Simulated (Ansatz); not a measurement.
Geometry optimisation, DFT PBE, scalar-relativistic, plane waves, PAW (Ansatz).

Input:

```yaml
crystal:
  lattice:
    - [6.6, 0.0, 0.0]
    - [0.0, 6.6, 0.0]
    - [0.0, 0.0, 6.6]
  atoms:
    - { symbol: Nb, position: [0.0, 0.0, 0.0] }
    - { symbol: Nb, position: [0.5, 0.0, 0.0] }
    - { symbol: Nb, position: [0.0, 0.5, 0.0] }
    - { symbol: Nb, position: [0.0, 0.0, 0.5] }
    - { symbol: Nb, position: [0.25, 0.25, 0.25] }
    - { symbol: Nb, position: [0.5, 0.5, 0.0] }
    - { symbol: Nb, position: [0.5, 0.0, 0.5] }
    - { symbol: Nb, position: [0.75, 0.25, 0.25] }
    - { symbol: Nb, position: [0.0, 0.5, 0.5] }
    - { symbol: Nb, position: [0.25, 0.75, 0.25] }
    - { symbol: Nb, position: [0.25, 0.25, 0.75] }
    - { symbol: Nb, position: [0.5, 0.5, 0.5] }
    - { symbol: Nb, position: [0.75, 0.75, 0.25] }
    - { symbol: Nb, position: [0.75, 0.25, 0.75] }
    - { symbol: Nb, position: [0.25, 0.75, 0.75] }
    - { symbol: Nb, position: [0.75, 0.75, 0.75] }
    - { symbol: B, position: [0.49944856, 0.61942754, 0.74758456] }
basis:
  ecutwfc: 420.0
kpoints:
  mp_grid: { grid: [3, 3, 3] }
hamiltonian:
  xc: pbe
scf:
  occupations: { method: gaussian, width: 0.1 }
  lower_state_search: "off"
relax:
  f_tol: 0.03
  max_steps: 60
  adjacent_minimum: "off"
```

Command:

```bash
$ ansatz run input.yaml --threads 4 --pin off --max-ram 10240MiB --backend cpu --events-out ev --progress --plain --runs-dir out
```

**Question.** Where does it end, and by what steps?

**Answer.** The forces met the threshold. Limits of this set-up: coarse k mesh, odd electron count without spin. After 7 steps the energy has fallen by 3.569 eV; B17 moved furthest, 0.74 Å.

| step | energy less start (eV) | largest force component (eV/Å) | accepted |
| --- | --- | --- | --- |
| 0 | 0.0000 | 7.455 | yes |
| 1 | -2.1260 | 1.434 | yes |
| 2 | -2.9537 | 0.488 | yes |
| 3 | -3.1084 | 0.768 | yes |
| 4 | -3.2863 | 0.691 | yes |
| 5 | -3.4830 | 0.481 | yes |
| 6 | -3.5673 | 0.112 | yes |
| 7 | -3.5693 | 0.010 | yes |

```xyz
17
Lattice="6.6000 0.0000 0.0000 0.0000 6.6000 0.0000 0.0000 0.0000 6.6000" Properties=species:S:1:pos:R:3
Nb 0.000 0.047 -0.015
Nb 3.300 0.046 -0.002
Nb 0.000 3.347 -0.002
Nb 0.000 0.047 3.312
Nb 1.578 1.624 1.649
Nb 3.300 3.344 0.351
Nb 3.300 0.046 3.299
Nb 5.021 1.624 1.649
Nb 0.000 3.347 3.299
Nb 1.579 5.066 1.649
Nb 1.675 1.722 4.949
Nb 3.300 3.344 2.949
Nb 5.020 5.066 1.649
Nb 4.925 1.722 4.949
Nb 1.674 4.972 4.949
Nb 4.925 4.972 4.949
B 3.300 3.351 4.950
```

Time of the run: 91 s on 4 threads of Arm Neoverse V1 (shared host), peak memory 1.1 GiB.
